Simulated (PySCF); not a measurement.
Compound: methyl(difluoro)silyl chloride, CH3ClF2Si.
Structure used (PBE0-D3(BJ)/def2-SVP), in Å, numbered top down from 1:
```xyz
8
CH3ClF2Si angstrom
C     -0.9857   -0.2195   -0.1053
Si     0.7778    0.2329    0.1294
F      1.2453    0.0079    1.6524
F      1.0184    1.7909   -0.1915
Cl     2.0218   -0.8554   -1.0660
H     -1.1401   -1.2897    0.0956
H     -1.2959   -0.0115   -1.1400
H     -1.6235    0.3632    0.5762
```

Theory: TDDFT PBE0/def2-SVPD, vertical, gas phase, core orbitals frozen in the response in PySCF 2.14.0, density-fitted response routines.

Transition dipole moments from the ground state, in atomic units and in the frame of the coordinates above (overall signs are arbitrary), for the states with f of 0.002 or more among the lowest 9:

| state | E (eV) | μx | μy | μz |
| --- | --- | --- | --- | --- |
| S1 | 8.644 | -0.690 | -0.209 | -0.125 |
| S2 | 8.745 | -0.033 | 0.299 | -0.311 |
| S3 | 9.315 | -0.411 | 0.023 | 0.053 |
| S4 | 9.389 | 0.035 | 0.076 | -0.095 |
| S5 | 9.585 | 0.468 | -0.139 | -0.186 |
| S7 | 9.727 | 0.343 | -0.103 | -0.138 |
| S9 | 10.081 | -0.409 | 0.126 | 0.152 |

Question: Work out the oscillator strengths.

Answer: f = (2/3) ΔE |μ|² with ΔE in hartree (27.2114 eV).

```
state  |μ|² (au)  |μ| (D)      f
   S1      0.535     1.86  0.113
   S2      0.187     1.10  0.040
   S3      0.173     1.06  0.039
   S4      0.016     0.32  0.004
   S5      0.273     1.33  0.064
   S7      0.147     0.98  0.035
   S9      0.207     1.16  0.051
```

Question: Which bond between heavy atoms lies closest to the direction of the S1 transition dipole?

Answer: C1–Si2, at 3° from it; next Si2–F3 and Si2–F4 at 67°.

Question: What angle do the transition dipoles of S1 and S3 make?

Answer: |cos θ| = |μa·μb| / (|μa| |μb|) = 0.90, so θ ≈ 26° (taken between 0 and 90°, since the signs are arbitrary).

Question: What peak molar absorption coefficient would the strongest computed level give as a lone Gaussian band 0.3 eV wide at half height?

Answer: ε(max) = 2.175×10⁸ f / FWHM, with the width in cm⁻¹. S1: 2.175×10⁸ × 0.1133 / 2420 ≈ 10000 L mol⁻¹ cm⁻¹.

All these states lie below the vertical ionisation energy of 12.11 eV (ΔSCF).

Without π bonds the low states may be Rydberg-like; a valence basis with one diffuse set may place them up to an eV too high.
